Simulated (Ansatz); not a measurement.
Reaction (redistribution): `C/N=C\[SiH2]S` + `BCS` → `SC[SiH2]S` + `B/C=N/C`

Computed with Ansatz on PBE0-D4/def2-TZVP structures; ΔE is electronic, products minus reactants. CCSD(T)/CBS adds triple-zeta CCSD(T) − MP2 to the extrapolated MP2 energy (def2 sets, frozen cores). Double bonds are as drawn, so ΔE can hold a change between cis and trans. Functionals use def2-TZVPP. One conformer a species, not always the lowest.

| level | ΔE (kcal/mol) |
| --- | --- |
| B2PLYP | -6.3 |
| MP2/def2-TZVPP | -6.8 |

(1) What does CCSD(T)/CBS give? (An estimate is asked.)

Largest T1 diagnostic among the species: 0.012.

Results:

(1) Ansatz gave: -6.4 kcal/mol. The listed levels differ from it by 0.1, -0.4 kcal/mol.
